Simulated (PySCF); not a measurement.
Species: pivaloyl chloride, C₅H₉ClO.
Cartesian coordinates in Å at the PBE0-D3(BJ)/def2-SVP level; atoms count from 1:
```xyz
16
C5H9ClO angstrom
C      0.0870    1.3983   -0.6417
C     -0.0621    0.0329    0.0287
C     -0.1322   -1.0759   -1.0282
C      1.1070   -0.2201    0.9869
C     -1.3696    0.0463    0.8111
O     -2.1593    0.9242    0.8646
Cl    -1.6855   -1.4818    1.7158
H      0.1282    2.2056    0.1035
H      1.0167    1.4204   -1.2295
H     -0.7562    1.6074   -1.3149
H      0.8014   -1.0797   -1.6108
H     -0.9678   -0.9100   -1.7251
H     -0.2572   -2.0639   -0.5643
H      1.1572    0.5515    1.7701
H      1.0239   -1.2020    1.4723
H      2.0497   -0.1903    0.4197
```

Computed at PBE0/pcSseg-1 (PySCF, non-relativistic), with Q(17O) = −0.0256 b, Q(35Cl) = −0.0817 b: O6, 17O (I = 5/2): χzz = 9.615 MHz, η = 0.529; Cl7, 35Cl (I = 3/2): χzz = -61.79 MHz, η = 0.266.

(1) Where would the pure quadrupole (NQR) lines of 17O at O6 fall for the rigid, isolated species?

(2) Find the zero-field quadrupole resonance frequencies of 35Cl at Cl7.

Results:

(1) From the eigenvalues of H = χ/[4I(2I − 1)] × [3Iz² − I(I + 1) + η(Ix² − Iy²)], steps between neighbouring levels, labelled as for η = 0: ±1/2↔±3/2 1.828 MHz, ±3/2↔±5/2 2.749 MHz (carbonyl oxygen).

(2) From ν = (|χ|/2)√(1 + η²/3): ν = 31.25 MHz (chlorine bonded to C). For 37Cl the ratio of quadrupole moments, 0.7881, gives 24.63 MHz.

In a crystal, neighbours and librations shift these lines. These gradients aren't converged with respect to the basis.
